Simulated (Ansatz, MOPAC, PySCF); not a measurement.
Molecule: SnOCl, net charge 0, doublet state. SMILES: [O]=[Sn][Cl]
Geometry: optimised at B3LYP-D3(BJ)/def2-TZVP (Ansatz, a first-principles code).

Unscaled harmonic wavenumbers (cm⁻¹) in rising order, each level at the stationary point that it reaches from this structure (no distance between atoms moves by over 0.3 Å); the order of modes can differ between levels, and a negative number is imaginary. B3LYP-D3(BJ)/def2-TZVP (PySCF, at the structure above): 103, 334, 530.

AM1 (MOPAC): 126, 285, 552. Zero-point energy 1.4 against 1.4 kcal/mol; where all levels lie over 400 cm⁻¹, the wavenumbers are on average 1.041 times those of B3LYP-D3(BJ)/def2-TZVP.

PM3 (MOPAC): 68, 300, 633. Zero-point energy 1.4 against 1.4 kcal/mol; where all levels lie over 400 cm⁻¹, the wavenumbers are on average 1.194 times those of B3LYP-D3(BJ)/def2-TZVP.

B3LYP/6-31G* with LANL2DZ past Ar (Ansatz): 72, 308, 504. Zero-point energy 1.3 against 1.4 kcal/mol; where all levels lie over 400 cm⁻¹, the wavenumbers are on average 0.950 times those of B3LYP-D3(BJ)/def2-TZVP.
